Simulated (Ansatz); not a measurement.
`c1cc2ccc3ccc4cncc(c2c1)c34`, 25 atoms. Hardware: 6 threads of Intel Xeon 6975P-C on a shared host.

Correlated methods freeze 16 core orbitals.

(1) How many basis functions does each of these Ansatz runs have, and roughly what does it cost? HF/STO-3G, charge 0 singlet, energy; PBE-D4/def2-SVP, charge 1 doublet at the geometry of the charge 0 singlet, energy, from earlier orbitals; PBE-D4/def2-SVP, charge -1 doublet at the geometry of the charge 0 singlet, energy, from earlier orbitals; PBE0-D4/def2-SVP, charge 1 doublet at the geometry of the charge 0 singlet, energy; PBE0-D4/def2-SVP, charge 0 triplet at the geometry of the charge 0 singlet, energy; r2SCAN-D4/def2-SVP, charge 0 singlet, relaxation, 5 steps; RPA@PBE/def2-SVP, charge 0 singlet, energy, from earlier orbitals; PBE0-D4/def2-SVP, charge 1 doublet, energy, from earlier orbitals; PBE-D4/def2-SVP, charge 1 doublet, energy, from earlier orbitals; PBE0-D4/def2-SVP, charge -1 doublet at the geometry of the charge 0 singlet, energy; r2SCAN-D4/def2-SVP, charge 1 doublet, relaxation, 5 steps; PBE0-D4/def2-SVP, charge 0 singlet, energy, from earlier orbitals.

## Answers

(1) Other jobs shared the machine, so times can vary by a factor of up to 3. A dash marks memory too small to be measured apart from the calling script's.

```tsv
run	functions	fitting or Cholesky vectors	wall time	peak host memory (GiB)
HF/STO-3G, charge 0 singlet, energy	89	1271	0.6 s	–
PBE0-D4/def2-SVP, charge 0 singlet, energy, from earlier orbitals	269	3064	3.9 s	1.6
PBE-D4/def2-SVP, charge -1 doublet at the geometry of the charge 0 singlet, energy, from earlier orbitals	269	3064	4 s	–
PBE-D4/def2-SVP, charge 1 doublet, energy, from earlier orbitals	269	3064	4.5 s	–
PBE-D4/def2-SVP, charge 1 doublet at the geometry of the charge 0 singlet, energy, from earlier orbitals	269	3064	4.7 s	–
RPA@PBE/def2-SVP, charge 0 singlet, energy, from earlier orbitals	269	2801	6.5 s	1.1
PBE0-D4/def2-SVP, charge -1 doublet at the geometry of the charge 0 singlet, energy	269	2801	8 s	1.7
PBE0-D4/def2-SVP, charge 1 doublet, energy, from earlier orbitals	269	2801	8 s	1.5
PBE0-D4/def2-SVP, charge 1 doublet at the geometry of the charge 0 singlet, energy	269	2801	9.5 s	1.7
PBE0-D4/def2-SVP, charge 0 triplet at the geometry of the charge 0 singlet, energy	269	2801	11 s	1.7
r2SCAN-D4/def2-SVP, charge 0 singlet, relaxation, 5 steps	269	3064	15 s	–
r2SCAN-D4/def2-SVP, charge 1 doublet, relaxation, 5 steps	269	3064	27 s	–
```
